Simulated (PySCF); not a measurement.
## Polarisability and C₆ of Sn²⁺ (tin, charge +2)

[Kr] 4d10 5s2, closed-shell 1S. Computed with PySCF 2.14 in aug-cc-pVQZ-PP with one added diffuse shell each of s, p, d, f, g type with ECP28MDF (8s8p6d4f3g, 117 functions), with scalar relativity through the core potential. Coupled (time-dependent) response in atomic units; α is the mean over directions.

```json
{"method": "UHF", "mean α (bohr³)": "17.77", "C₆ (like pair)": "98.75", "S(−4)": "133.5"}
{"method": "PBE", "mean α (bohr³)": "14.63", "C₆ (like pair)": "78.90", "S(−4)": "84.16"}
{"method": "PBE0", "mean α (bohr³)": "15.35", "C₆ (like pair)": "83.25", "S(−4)": "94.44"}
```

S(−4) is the Cauchy moment in α(ω) = α(0) + S(−4) ω² + …

α(iu) at UHF:

```
u (hartree)  α(iu) (bohr³)
          0          17.77
     0.0500          17.44
      0.100          16.53
      0.200          13.78
      0.300          10.95
      0.500          7.012
      0.750          4.549
       1.00          3.303
       1.50          2.085
       2.00          1.479
       3.00         0.8651
       5.00         0.3920
```

A single London oscillator, α(iu) = α/(1 + u²/ω²), gives C₆ = (3/4) ω α². Matching the computed C₆ needs ω = 4 × 98.75 / (3 × 17.77²) = 0.417 hartree.

For an ion, C₆ is the dispersion term alone; charge-induced terms of lower order in 1/R come first.

Energies and moments cover only the electrons outside the core potential.
